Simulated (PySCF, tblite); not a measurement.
Isomers of C5H11NSi. Method: GFN2-xTB as coded in tblite; computed harmonic values from a numerical Hessian at the method's own geometry, unscaled. The method is semi-empirical: single wavenumbers can be off by several per cent or more. Modes of hydrogen on silicon can be 10 to 20 % off. One conformer each.

Electronic energies: PBE0/pcSseg-1 single points on the GFN2-xTB geometries (PySCF, gas phase).

```csv
SMILES,"electronic energy, lowest = 0 (kJ/mol)"
[H]/N=C/[SiH2]C1CCC1,151.6
C=C1CC[C@H]1N[SiH3],115.8
C=CN1CCC[SiH2]1,0.0
C=C[Si@@H](N)C1CC1,52.1
C=N[C@@H]1C[SiH2][C@@H]1C,131.5
C=N[SiH2]CC(=C)C,90.2
C=C1CCN(C)[SiH2]1,39.1
C=C/C(C)=N\C[SiH3],139.2
```

**Question.** How do GFN2-xTB zero-point energies change the relative energies?

**Answer.** 
| SMILES | ZPE (kJ/mol) | of it from modes above 1550 cm⁻¹ | electronic (kJ/mol) | with ZPE, lowest = 0 (kJ/mol) | lowest mode (cm⁻¹) | rings |
| --- | --- | --- | --- | --- | --- | --- |
| C=CN1CCC[SiH2]1 | 387.7 | 199.1 | 0.0 | 0.0 | 87 | 1 |
| C=C1CCN(C)[SiH2]1 | 384.5 | 196.1 | 39.1 | 35.9 | 68 | 1 |
| C=C[Si@@H](N)C1CC1 | 384.2 | 211.3 | 52.1 | 48.6 | 21 | 1 |
| C=N[SiH2]CC(=C)C | 373.9 | 209.5 | 90.2 | 76.4 | 22 | 0 |
| C=C1CC[C@H]1N[SiH3] | 376.9 | 197.9 | 115.8 | 105.1 | 55 | 1 |
| C=N[C@@H]1C[SiH2][C@@H]1C | 381.0 | 197.5 | 131.5 | 124.9 | 56 | 1 |
| C=C/C(C)=N\C[SiH3] | 369.4 | 205.3 | 139.2 | 120.9 | 39 | 0 |
| [H]/N=C/[SiH2]C1CCC1 | 383.1 | 198.1 | 151.6 | 147.0 | 25 | 1 |

The zero-point energies span 18.3 kJ/mol, from `C=C/C(C)=N\C[SiH3]` to `C=CN1CCC[SiH2]1`. The lowest isomer stays, but the order above it changes.

**Question.** And how do the electronic energies of GFN2-xTB itself compare?

**Answer.** `C=CN1CCC[SiH2]1` 0.0; `C=C1CCN(C)[SiH2]1` 31.4; `C=C[Si@@H](N)C1CC1` 179.1; `C=N[SiH2]CC(=C)C` 136.6; `C=C1CC[C@H]1N[SiH3]` 59.1; `C=N[C@@H]1C[SiH2][C@@H]1C` 167.2; `C=C/C(C)=N\C[SiH3]` 154.2; `[H]/N=C/[SiH2]C1CCC1` 206.9 kJ/mol, lowest = 0. Against the energies above, taken from the same isomer `C=CN1CCC[SiH2]1`, the largest difference is 127.0 kJ/mol.

**Question.** What do entropy and thermal enthalpy add at 298.15 K and 1 bar (rigid rotor, harmonic oscillator, one conformer each)?

**Answer.** 
| SMILES | point group | symmetry number | S (J/(mol K)) | H − H(0) (kJ/mol) | ZPE + H − H(0) − TS (kJ/mol) |
| --- | --- | --- | --- | --- | --- |
| C=CN1CCC[SiH2]1 | C1 | 1 | 364.8 | 23.90 | 302.8 |
| C=C1CCN(C)[SiH2]1 | C1 | 1 | 372.9 | 25.02 | 298.4 |
| C=C1CC[C@H]1N[SiH3] | C1 | 1 | 385.2 | 25.69 | 287.8 |
| C=N[C@@H]1C[SiH2][C@@H]1C | C1 | 1 | 377.5 | 25.34 | 293.8 |
| C=C/C(C)=N\C[SiH3] | C1 | 1 | 406.3 | 28.42 | 276.6 |

Not tabulated: `C=C[Si@@H](N)C1CC1` (lowest mode only 21 cm⁻¹); `C=N[SiH2]CC(=C)C` (lowest mode only 22 cm⁻¹); `[H]/N=C/[SiH2]C1CCC1` (lowest mode only 24 cm⁻¹).
